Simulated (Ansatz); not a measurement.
`CS[AsH2]`, relaxed with RKS PBE0-D4/def2-TZVP in Ansatz from a PBE-D4/def2-SVP geometry. The force threshold is 0.005 eV/Å; the program also tests the step.

Charge 0, multiplicity 1.

Start:

```xyz
8

C     0.225   -0.720    1.224
S     0.846    0.617    0.136
As   -0.659    0.425   -1.556
H     0.231   -1.704    0.715
H    -0.789   -0.503    1.614
H     0.930   -0.760    2.079
H    -1.145    1.894   -1.544
H     0.362    0.751   -2.667
```

```tsv
step	energy (eV)	largest force (eV/Å)	largest move (Å)
1	-72783.7654	0.662	0.000
2	-72783.8034	0.245	0.053
3	-72783.8052	0.124	0.032
4	-72783.8071	0.038	0.018
5	-72783.8072	0.023	0.015
6	-72783.8074	0.009	0.020
7	-72783.8075	0.035	0.037
8	-72783.8076	0.028	0.008
9	-72783.8077	0.016	0.024
10	-72783.8077	0.013	0.025
11 (rejected)	-72783.8077	0.020	0.017
12	-72783.8078	0.005	0.005
```

End:

```xyz
8

C     0.231   -0.720    1.205
S     0.788    0.657    0.170
As   -0.694    0.474   -1.491
H     0.312   -1.672    0.681
H    -0.790   -0.571    1.553
H     0.898   -0.736    2.068
H    -1.055    1.952   -1.558
H     0.310    0.616   -2.628
```

Hardware: 4 threads of a server CPU on a shared host. Wall time 25 s, peak host memory 0.39 GiB.
